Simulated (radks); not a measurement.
Species: Ca+. Configuration: [Ar] 4s1. Calculated with a radial shooting solver on a logarithmic mesh with Libxc functionals: scalar-relativistic Kohn-Sham, exchange-only LDA, spin-polarised, spherical densities, finite nucleus; open shells are filled with parallel spins first; Fermi nuclear charge, rms radius 3.4776 fm. Some entries of the table are withheld. Estimate them.

orbital  occ.  eigenvalue (eV)  <r> (bohr)
1s up       1        -3942.472     0.07702
1s down     1        -3942.440     0.07702
2s up       1        -418.1469      0.3656
2s down     1        -418.1137      0.3656
2p up       3        -339.5775         (1)
2p down     3        -339.5477         (2)
3s up       1         -52.2346       1.160
3s down     1         -52.1270       1.157
3p up       3              (3)       1.277
3p down     3              (4)       1.268
4s up       1          -8.9015       3.613
4s down     0          -6.7827       3.612

Answer. 
(1) 2p up <r> (bohr): 0.3285
(2) 2p down <r> (bohr): 0.3285
(3) 3p up eigenvalue (eV): -33.4215
(4) 3p down eigenvalue (eV): -33.2499
